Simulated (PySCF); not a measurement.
C2H3B2F2N.
SMILES: `NBC#CB(F)F`

A linear-response calculation (PySCF, def2-SVPD basis, gas phase, vertical, core orbitals frozen in the response) gave these numbers; the functional is withheld.

Orbital energies (eV): HOMO-3 -10.20, HOMO-2 -9.38, HOMO-1 -8.32, HOMO -8.09, LUMO -1.61, LUMO+1 -1.52, LUMO+2 0.02.

| state | E (eV) | f | main configurations (H = HOMO, L = LUMO) |
| --- | --- | --- | --- |
| S1 | 5.06 | 0.0001 | H→L (92%) |
| S2 | 5.32 | 0.0002 | H-1→L+1 (92%) |
| S3 | 5.45 | 0.0033 | H-1→L (46%), H→L+1 (46%) |
| S4 | 6.75 | 0.0045 | H-2→L (92%) |
| S5 | 6.88 | 0.845 | H→L+1 (46%), H-1→L (32%), H-2→L+1 (14%) |
| S6 | 7.21 | 0.0001 | H→L+2 (95%) |

Triplets (Tamm–Dancoff): T1 4.29 eV, H→L+1 (54%), H-1→L (37%); T2 4.57 eV, H-1→L (56%), H→L+1 (38%); T3 4.64 eV, H→L (63%), H-1→L+1 (26%); T4 5.11 eV, H-1→L+1 (70%), H→L (27%).

Vertical ionisation energy by ΔSCF with the same functional: 10.38 eV. Mean static polarisability: 62.6 au.

Task: Which of these was used?
A. PBE
B. HF
C. B3LYP
D. CAM-B3LYP

Result: C. B3LYP is a global hybrid with 20% exact exchange. In this run −ε(HOMO) = 8.09 eV differs from the ΔSCF value by -2.28 eV, and S1 differs from the orbital gap of 6.48 eV by -1.42 eV. The ratio −ε(HOMO)/IP is 0.78. Small neutral molecules mostly give 0.67 to 0.83 with B3LYP, 0.5 to 0.7 with PBE, 0.85 to 0.93 with CAM-B3LYP; with Hartree–Fock the ratio is 1 or more (Koopmans' value less the relaxation energy is the ΔSCF value).

Computed, not measured: TDDFT B3LYP/def2-SVPD, vertical, gas phase, core orbitals frozen in the response in PySCF 2.14.0, density-fitted response routines. Isolated species at its PBE0-D3(BJ)/def2-SVP geometry, gas phase.

The values belong to the conformer `[NH2:1][BH:2][C:3]#[C:4][B:5]([F:6])[F:7]`: H–N1–B2–C3 180°, H–N1–B2–C3 0°.
